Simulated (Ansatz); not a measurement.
Geometry optimisation of In12Sb12H32, a nanocrystal cut from zinc blende InSb (hydrogen-capped).

```yaml
crystal:
  periodic: [false, false, false]
  atoms:
    - {symbol: In, position_ang: [-5.144500, 1.922000, -0.689300]}
    - {symbol: In, position_ang: [-1.929200, -4.556700, 2.552400]}
    - {symbol: In, position_ang: [1.322200, -4.561600, -0.688800]}
    - {symbol: In, position_ang: [-1.905300, 1.910100, -3.926100]}
    - {symbol: In, position_ang: [1.319300, -1.332700, -3.941500]}
    - {symbol: In, position_ang: [-1.900700, -1.329700, -0.698700]}
    - {symbol: In, position_ang: [-1.921400, 1.905800, 2.545800]}
    - {symbol: In, position_ang: [1.326200, -1.310900, 2.560800]}
    - {symbol: In, position_ang: [1.289600, 1.881400, -0.696900]}
    - {symbol: In, position_ang: [-1.916000, 5.152900, -0.691000]}
    - {symbol: In, position_ang: [4.602100, -1.347000, -0.699900]}
    - {symbol: In, position_ang: [4.600900, 1.919400, 2.555700]}
    - {symbol: Sb, position_ang: [-3.537400, -2.975000, 0.928200]}
    - {symbol: Sb, position_ang: [-3.528100, 0.271300, -2.324500]}
    - {symbol: Sb, position_ang: [-3.530800, 3.515500, 0.924200]}
    - {symbol: Sb, position_ang: [-0.288300, -2.949800, -2.321900]}
    - {symbol: Sb, position_ang: [-0.280800, -2.936900, 4.170500]}
    - {symbol: Sb, position_ang: [2.938000, -2.939300, 0.918200]}
    - {symbol: Sb, position_ang: [-0.276500, 0.273600, -5.540600]}
    - {symbol: Sb, position_ang: [-0.290000, 3.511000, -2.319000]}
    - {symbol: Sb, position_ang: [2.951100, 0.293800, -2.329000]}
    - {symbol: Sb, position_ang: [-0.306300, 0.292700, 0.918700]}
    - {symbol: Sb, position_ang: [2.953800, 0.301100, 4.141000]}
    - {symbol: Sb, position_ang: [2.954100, 3.548100, 0.921300]}
    - {symbol: H, position_ang: [-6.166400, 2.925600, -1.695100]}
    - {symbol: H, position_ang: [-6.140800, 0.899900, 0.288100]}
    - {symbol: H, position_ang: [-2.915900, -5.581600, 3.561900]}
    - {symbol: H, position_ang: [-0.902200, -5.599400, 1.523200]}
    - {symbol: H, position_ang: [2.348100, -5.564700, -1.708500]}
    - {symbol: H, position_ang: [0.325700, -5.568200, 0.317300]}
    - {symbol: H, position_ang: [-2.901100, 2.918100, -4.940300]}
    - {symbol: H, position_ang: [2.331000, -2.319100, -4.972600]}
    - {symbol: H, position_ang: [-2.916400, 0.905600, 3.528900]}
    - {symbol: H, position_ang: [-0.900100, 2.904500, 3.563200]}
    - {symbol: H, position_ang: [-2.916200, 6.164300, -1.680600]}
    - {symbol: H, position_ang: [-0.899400, 6.141200, 0.287600]}
    - {symbol: H, position_ang: [5.601200, -2.336600, -1.709200]}
    - {symbol: H, position_ang: [5.577100, -0.328600, 0.323100]}
    - {symbol: H, position_ang: [5.575400, 0.905300, 1.530400]}
    - {symbol: H, position_ang: [5.581900, 2.898800, 3.560300]}
    - {symbol: H, position_ang: [-4.499900, -3.966200, -0.104300]}
    - {symbol: H, position_ang: [-4.513500, -1.919000, 1.903700]}
    - {symbol: H, position_ang: [-4.541500, -0.694500, -3.319900]}
    - {symbol: H, position_ang: [-4.530300, 4.517500, 1.926700]}
    - {symbol: H, position_ang: [-1.288800, -3.939200, -3.310000]}
    - {symbol: H, position_ang: [0.690700, -3.948100, 5.144500]}
    - {symbol: H, position_ang: [-1.282600, -1.974100, 5.142400]}
    - {symbol: H, position_ang: [3.965200, -3.944100, 1.917900]}
    - {symbol: H, position_ang: [-1.275100, -0.709700, -6.550800]}
    - {symbol: H, position_ang: [0.709700, 1.287000, -6.564700]}
    - {symbol: H, position_ang: [0.715800, 4.513900, -3.323200]}
    - {symbol: H, position_ang: [3.929800, 1.276900, -3.282900]}
    - {symbol: H, position_ang: [1.939600, 1.285100, 5.126700]}
    - {symbol: H, position_ang: [3.943300, -0.689900, 5.155200]}
    - {symbol: H, position_ang: [1.947800, 4.526200, 1.929300]}
    - {symbol: H, position_ang: [3.953300, 4.552300, -0.064200]}
basis:
  gaussian: {orbitals: def2-SVP, fitting: {mean_field: def2-universal-jkfit}}
hamiltonian: {xc: r2scan, dispersion: d4}
scf: {lower_state_search: "off"}
output: {orbitals: {seedname: orbitals}}
relax: {f_tol: 0.03, max_steps: 70}
```

```sh
$ ansatz run in.yaml --threads 11 --pin off --events-out ev --progress --plain --max-ram 110592MiB --backend cuda --devices 0, --max-vram 75GiB
```

It prints (some lines left out):

```
Functional definition: r2SCAN
mean field -141120.18538209 eV, -5186.0711580945 hartree, gradient 5.3e-6 eV, S^2 0.000000; 0 other end points of the search recorded, 0 dependent functions left out
relax step   1: F+E_penalty+E_count = -141121.51984279 eV  Δ(F+E_penalty+E_count) = +0.000e0 eV  max|allowed force component| = 1.749e0 eV/Å  Δτ_max = 0.0000 Å  (20 SCF iters, accepted)
mean field -141122.11277666 eV, -5186.1419885385 hartree, gradient 1.2e-6 eV, S^2 0.000000; 0 other end points of the search recorded, 0 dependent functions left out
relax step   2: F+E_penalty+E_count = -141123.44012207 eV  Δ(F+E_penalty+E_count) = -1.920e0 eV  max|allowed force component| = 6.137e-1 eV/Å  Δτ_max = 0.1945 Å  (25 SCF iters, accepted)
mean field -141122.91226505 eV, -5186.1713691949 hartree, gradient 2.9e-6 eV, S^2 0.000000; 0 other end points of the search recorded, 0 dependent functions left out
relax step   3: F+E_penalty+E_count = -141124.23403480 eV  Δ(F+E_penalty+E_count) = -7.939e-1 eV  max|allowed force component| = 1.934e-1 eV/Å  Δτ_max = 0.1947 Å  (20 SCF iters, accepted)
mean field -141123.16500800 eV, -5186.1806573273 hartree, gradient 2.0e-6 eV, S^2 0.000000; 0 other end points of the search recorded, 0 dependent functions left out
relax step   4: F+E_penalty+E_count = -141124.47702664 eV  Δ(F+E_penalty+E_count) = -2.430e-1 eV  max|allowed force component| = 1.342e-1 eV/Å  Δτ_max = 0.1930 Å  (20 SCF iters, accepted)
mean field -141123.26650573 eV, -5186.1843872999 hartree, gradient 1.8e-6 eV, S^2 0.000000; 0 other end points of the search recorded, 0 dependent functions left out
relax step   5: F+E_penalty+E_count = -141124.57522746 eV  Δ(F+E_penalty+E_count) = -9.820e-2 eV  max|allowed force component| = 1.048e-1 eV/Å  Δτ_max = 0.1899 Å  (20 SCF iters, accepted)
mean field -141123.32927118 eV, -5186.1866938875 hartree, gradient 2.0e-6 eV, S^2 0.000000; 0 other end points of the search recorded, 0 dependent functions left out
relax step   6: F+E_penalty+E_count = -141124.64103284 eV  Δ(F+E_penalty+E_count) = -6.581e-2 eV  max|allowed force component| = 8.292e-2 eV/Å  Δτ_max = 0.2000 Å  (20 SCF iters, accepted)
mean field -141123.37585063 eV, -5186.1884056507 hartree, gradient 1.2e-6 eV, S^2 0.000000; 0 other end points of the search recorded, 0 dependent functions left out
relax step   7: F+E_penalty+E_count = -141124.68919949 eV  Δ(F+E_penalty+E_count) = -4.817e-2 eV  max|allowed force component| = 9.110e-2 eV/Å  Δτ_max = 0.2000 Å  (20 SCF iters, accepted)
mean field -141123.42127130 eV, -5186.1900748296 hartree, gradient 1.8e-6 eV, S^2 0.000000; 0 other end points of the search recorded, 0 dependent functions left out
relax step   8: F+E_penalty+E_count = -141124.73368528 eV  Δ(F+E_penalty+E_count) = -4.449e-2 eV  max|allowed force component| = 3.233e-2 eV/Å  Δτ_max = 0.2000 Å  (20 SCF iters, accepted)
mean field -141123.45347855 eV, -5186.1912584245 hartree, gradient 1.5e-6 eV, S^2 0.000000; 0 other end points of the search recorded, 0 dependent functions left out
relax step   9: F+E_penalty+E_count = -141124.76624655 eV  Δ(F+E_penalty+E_count) = -3.256e-2 eV  max|allowed force component| = 6.393e-2 eV/Å  Δτ_max = 0.1908 Å  (20 SCF iters, accepted)
mean field -141123.47390604 eV, -5186.1920091206 hartree, gradient 1.6e-6 eV, S^2 0.000000; 0 other end points of the search recorded, 0 dependent functions left out
relax step  10: F+E_penalty+E_count = -141124.78714578 eV  Δ(F+E_penalty+E_count) = -2.090e-2 eV  max|allowed force component| = 1.240e-1 eV/Å  Δτ_max = 0.1953 Å  (19 SCF iters, accepted)
mean field -141123.48427626 eV, -5186.1923902192 hartree, gradient 1.8e-6 eV, S^2 0.000000; 0 other end points of the search recorded, 0 dependent functions left out
relax step  11: F+E_penalty+E_count = -141124.80119411 eV  Δ(F+E_penalty+E_count) = -1.405e-2 eV  max|allowed force component| = 1.492e-1 eV/Å  Δτ_max = 0.1994 Å  (20 SCF iters, accepted)
mean field -141123.48767595 eV, -5186.1925151557 hartree, gradient 3.0e-6 eV, S^2 0.000000; 0 other end points of the search recorded, 0 dependent functions left out
relax step  12: F+E_penalty+E_count = -141124.80499490 eV  Δ(F+E_penalty+E_count) = -3.801e-3 eV  max|allowed force component| = 1.539e-1 eV/Å  Δτ_max = 0.1314 Å  (19 SCF iters, accepted)
mean field -141123.50977957 eV, -5186.1933274486 hartree, gradient 1.8e-6 eV, S^2 0.000000; 0 other end points of the search recorded, 0 dependent functions left out
relax step  13: F+E_penalty+E_count = -141124.82910311 eV  Δ(F+E_penalty+E_count) = -2.411e-2 eV  max|allowed force component| = 1.048e-1 eV/Å  Δτ_max = 0.0445 Å  (20 SCF iters, accepted)
mean field -141123.52190381 eV, -5186.1937730061 hartree, gradient 1.9e-6 eV, S^2 0.000000; 0 other end points of the search recorded, 0 dependent functions left out
relax step  14: F+E_penalty+E_count = -141124.84214754 eV  Δ(F+E_penalty+E_count) = -1.304e-2 eV  max|allowed force component| = 6.115e-2 eV/Å  Δτ_max = 0.2000 Å  (20 SCF iters, accepted)
mean field -141123.52668685 eV, -5186.1939487798 hartree, gradient 1.1e-6 eV, S^2 0.000000; 0 other end points of the search recorded, 0 dependent functions left out
relax step  15: F+E_penalty+E_count = -141124.84916732 eV  Δ(F+E_penalty+E_count) = -7.020e-3 eV  max|allowed force component| = 5.048e-2 eV/Å  Δτ_max = 0.1143 Å  (20 SCF iters, accepted)
mean field -141123.52950797 eV, -5186.1940524538 hartree, gradient 2.0e-6 eV, S^2 0.000000; 0 other end points of the search recorded, 0 dependent functions left out
relax step  16: F+E_penalty+E_count = -141124.85375504 eV  Δ(F+E_penalty+E_count) = -4.588e-3 eV  max|allowed force component| = 1.226e-1 eV/Å  Δτ_max = 0.0737 Å  (19 SCF iters, accepted)
mean field -141123.53240433 eV, -5186.1941588931 hartree, gradient 1.4e-6 eV, S^2 0.000000; 0 other end points of the search recorded, 0 dependent functions left out
relax step  17: F+E_penalty+E_count = -141124.85740273 eV  Δ(F+E_penalty+E_count) = -3.648e-3 eV  max|allowed force component| = 6.955e-2 eV/Å  Δτ_max = 0.0285 Å  (21 SCF iters, accepted)
mean field -141123.53658735 eV, -5186.1943126163 hartree, gradient 1.6e-6 eV, S^2 0.000000; 0 other end points of the search recorded, 0 dependent functions left out
relax step  18: F+E_penalty+E_count = -141124.86132436 eV  Δ(F+E_penalty+E_count) = -3.922e-3 eV  max|allowed force component| = 2.457e-2 eV/Å  Δτ_max = 0.0754 Å  (20 SCF iters, accepted)
mean field -141123.53897560 eV, -5186.1944003829 hartree, gradient 2.4e-6 eV, S^2 0.000000; 0 other end points of the search recorded, 0 dependent functions left out
relax step  19: F+E_penalty+E_count = -141124.86473306 eV  Δ(F+E_penalty+E_count) = -3.409e-3 eV  max|allowed force component| = 3.106e-2 eV/Å  Δτ_max = 0.1003 Å  (19 SCF iters, accepted)
mean field -141123.53999947 eV, -5186.1944380093 hartree, gradient 1.6e-6 eV, S^2 0.000000; 0 other end points of the search recorded, 0 dependent functions left out
relax step  20: F+E_penalty+E_count = -141124.86614859 eV  Δ(F+E_penalty+E_count) = -1.416e-3 eV  max|allowed force component| = 7.189e-2 eV/Å  Δτ_max = 0.0748 Å  (19 SCF iters, accepted)
mean field -141123.54092097 eV, -5186.1944718740 hartree, gradient 1.3e-6 eV, S^2 0.000000; 0 other end points of the search recorded, 0 dependent functions left out
relax step  21: F+E_penalty+E_count = -141124.86728675 eV  Δ(F+E_penalty+E_count) = -1.138e-3 eV  max|allowed force component| = 6.717e-2 eV/Å  Δτ_max = 0.0276 Å  (21 SCF iters, accepted)
mean field -141123.54291413 eV, -5186.1945451213 hartree, gradient 1.3e-6 eV, S^2 0.000000; 0 other end points of the search recorded, 0 dependent functions left out
relax step  22: F+E_penalty+E_count = -141124.86901665 eV  Δ(F+E_penalty+E_count) = -1.730e-3 eV  max|allowed force component| = 2.687e-2 eV/Å  Δτ_max = 0.0425 Å  (20 SCF iters, accepted)
mean field -141123.53900719 eV, -5186.1944015437 hartree, gradient 2.8e-6 eV, S^2 0.000000; 0 other end points of the search recorded, 0 dependent functions left out
relax step  23: F+E_penalty+E_count = -141124.86533465 eV  Δ(F+E_penalty+E_count) = +3.682e-3 eV  max|allowed force component| = 6.904e-2 eV/Å  Δτ_max = 0.1020 Å  (19 SCF iters, rejected (line search))
mean field -141123.54378478 eV, -5186.1945771171 hartree, gradient 1.2e-6 eV, S^2 0.000000; 0 other end points of the search recorded, 0 dependent functions left out
relax step  24: F+E_penalty+E_count = -141124.86997345 eV  Δ(F+E_penalty+E_count) = -9.568e-4 eV  max|allowed force component| = 1.630e-2 eV/Å  Δτ_max = 0.0498 Å  (20 SCF iters, accepted)
mean field -141123.54440819 eV, -5186.1946000270 hartree, gradient 1.4e-6 eV, S^2 0.000000; 0 other end points of the search recorded, 0 dependent functions left out
relax step  25: F+E_penalty+E_count = -141124.86998247 eV  Δ(F+E_penalty+E_count) = -9.018e-6 eV  max|allowed force component| = 2.362e-2 eV/Å  Δτ_max = 0.0716 Å  (19 SCF iters, accepted)
Total energy: -141124.87003315 eV, -5186.2433158455 hartree
Atom 0 at    -5.346306     1.835199    -0.407037 Å, force    -0.004160     0.001926     0.001554 eV/Å
Atom 1 at    -2.737941    -4.353721     3.212834 Å, force    -0.005878    -0.005035     0.006200 eV/Å
Atom 2 at     1.101821    -4.967813    -0.627975 Å, force     0.005131    -0.017131     0.006832 eV/Å
Atom 3 at    -2.090803     2.093248    -4.096057 Å, force     0.004762    -0.004430     0.000913 eV/Å
Atom 4 at     1.590135    -1.585301    -4.147345 Å, force    -0.002405     0.002886    -0.010441 eV/Å
Atom 5 at    -1.822041    -1.277879    -1.000431 Å, force    -0.008255    -0.004400    -0.001760 eV/Å
Atom 6 at    -1.732419     1.726667     2.779065 Å, force    -0.004422     0.004391     0.006351 eV/Å
Atom 7 at     1.529463    -1.528465     1.949528 Å, force     0.011685    -0.012010     0.000005 eV/Å
Atom 8 at     1.279651     1.825186    -0.998649 Å, force     0.004004     0.008355    -0.001948 eV/Å
Atom 9 at    -1.838831     5.344572    -0.403594 Å, force    -0.001914     0.003932     0.001421 eV/Å
Atom 10 at     4.969722    -1.098995    -0.625146 Å, force     0.017098    -0.005247     0.006607 eV/Å
Atom 11 at     4.354319     2.738747     3.215662 Å, force     0.003735     0.006175     0.005596 eV/Å
Atom 12 at    -3.385743    -2.917409     0.772903 Å, force    -0.011490     0.001396    -0.019980 eV/Å
Atom 13 at    -3.582982     0.476064    -2.319676 Å, force     0.004079    -0.000009     0.001651 eV/Å
Atom 14 at    -3.269968     3.266075     0.947631 Å, force     0.002798    -0.002689     0.004653 eV/Å
Atom 15 at    -0.110203    -3.035019    -2.402400 Å, force     0.008749    -0.006728     0.007999 eV/Å
Atom 16 at    -0.115247    -3.164034     3.645119 Å, force     0.021934     0.011924     0.010314 eV/Å
Atom 17 at     3.130567    -3.128849     0.310355 Å, force     0.000217    -0.000233    -0.020969 eV/Å
Atom 18 at    -0.248828     0.253742    -5.361264 Å, force    -0.002196     0.002093    -0.000423 eV/Å
Atom 19 at    -0.476014     3.585025    -2.317072 Å, force    -0.000194    -0.004074     0.001655 eV/Å
Atom 20 at     3.038154     0.114339    -2.400158 Å, force     0.006577    -0.009041     0.008218 eV/Å
Atom 21 at    -0.256176     0.257586     0.750229 Å, force    -0.000800     0.001054    -0.000127 eV/Å
Atom 22 at     3.165035     0.115584     3.645837 Å, force    -0.011379    -0.023469     0.012206 eV/Å
Atom 23 at     2.917044     3.388784     0.776605 Å, force    -0.000904     0.013242    -0.019823 eV/Å
Atom 24 at    -6.295761     2.894830    -1.385395 Å, force    -0.001324     0.000522     0.001093 eV/Å
Atom 25 at    -5.915750     0.540283     0.590946 Å, force     0.002082     0.003364     0.000068 eV/Å
Atom 26 at    -3.748910    -3.699722     4.439509 Å, force    -0.004601     0.000231     0.004184 eV/Å
Atom 27 at    -2.417040    -5.971300     2.728206 Å, force    -0.001427     0.005554     0.001436 eV/Å
Atom 28 at     1.787907    -6.257845    -1.540995 Å, force    -0.010865     0.015697     0.011926 eV/Å
Atom 29 at     0.017412    -5.073121     0.730700 Å, force     0.006141     0.002020    -0.014147 eV/Å
Atom 30 at    -2.939340     2.942627    -5.339312 Å, force    -0.000516     0.000419     0.000976 eV/Å
Atom 31 at     2.495908    -2.489667    -5.307650 Å, force    -0.000804     0.000740     0.002055 eV/Å
Atom 32 at    -2.663716     0.479936     3.550453 Å, force     0.000930     0.004845    -0.002159 eV/Å
Atom 33 at    -0.490043     2.658332     3.556771 Å, force    -0.004703    -0.000864    -0.001922 eV/Å
Atom 34 at    -2.898188     6.294189    -1.382136 Å, force    -0.000448     0.001216     0.001335 eV/Å
Atom 35 at    -0.545514     5.913991     0.596447 Å, force    -0.003291    -0.001988     0.000216 eV/Å
Atom 36 at     6.260621    -1.783878    -1.537858 Å, force    -0.015764     0.010838     0.011852 eV/Å
Atom 37 at     5.073970    -0.015833     0.734598 Å, force    -0.002012    -0.005887    -0.014030 eV/Å
Atom 38 at     5.971608     2.418719     2.729928 Å, force    -0.004339     0.001101     0.001163 eV/Å
Atom 39 at     3.700557     3.748627     4.443290 Å, force    -0.000464     0.004973     0.004695 eV/Å
Atom 40 at    -4.221245    -4.016206    -0.230259 Å, force     0.007570     0.020739     0.016228 eV/Å
Atom 41 at    -4.733067    -1.928858     1.100075 Å, force     0.014798    -0.022913    -0.003174 eV/Å
Atom 42 at    -4.445416    -0.569107    -3.360320 Å, force     0.000819     0.000461    -0.000876 eV/Å
Atom 43 at    -4.224959     4.219849     1.997415 Å, force    -0.001947     0.001783    -0.002286 eV/Å
Atom 44 at    -1.142399    -3.875193    -3.472379 Å, force     0.001538     0.005687    -0.001115 eV/Å
Atom 45 at     0.920192    -4.402011     4.195017 Å, force    -0.009208     0.016182    -0.001470 eV/Å
Atom 46 at    -0.157846    -2.319555     5.126685 Å, force    -0.007592    -0.020803    -0.013749 eV/Å
Atom 47 at     3.959599    -3.958604     1.554220 Å, force    -0.000718     0.000881     0.002707 eV/Å
Atom 48 at    -1.129161    -0.647156    -6.511512 Å, force     0.001298     0.002317    -0.003051 eV/Å
Atom 49 at     0.652367     1.135749    -6.510007 Å, force    -0.002290    -0.001408    -0.002916 eV/Å
Atom 50 at     0.568132     4.450475    -3.356231 Å, force    -0.000350    -0.000865    -0.000902 eV/Å
Atom 51 at     3.879241     1.147234    -3.468736 Å, force    -0.005705    -0.001504    -0.001150 eV/Å
Atom 52 at     2.321399     0.156303     5.128048 Å, force     0.020974     0.008198    -0.014898 eV/Å
Atom 53 at     4.403542    -0.920050     4.194402 Å, force    -0.016659     0.009946    -0.002296 eV/Å
Atom 54 at     1.926305     4.734102     1.105929 Å, force     0.023619    -0.015934    -0.003364 eV/Å
Atom 55 at     4.014588     4.227827    -0.225116 Å, force    -0.021513    -0.008423     0.016866 eV/Å
Dipole moment:     0.589802    -0.587730    -0.194174 e Å
Checks for a lower state left out: stability, starts, cluster_reference, orbital_swaps, neighbouring_geometries, increment
```

Hardware: 11 threads of AMD EPYC 7R13 on a shared host and a whole NVIDIA H100 80GB HBM3. Wall time 1.9 min, peak host memory 1.7 GiB.

In the def2 sets In, Sb take a core potential; there is no spin–orbit coupling. Single mean-field runs in def2-SVP are fitted with def2-universal-jkfit.
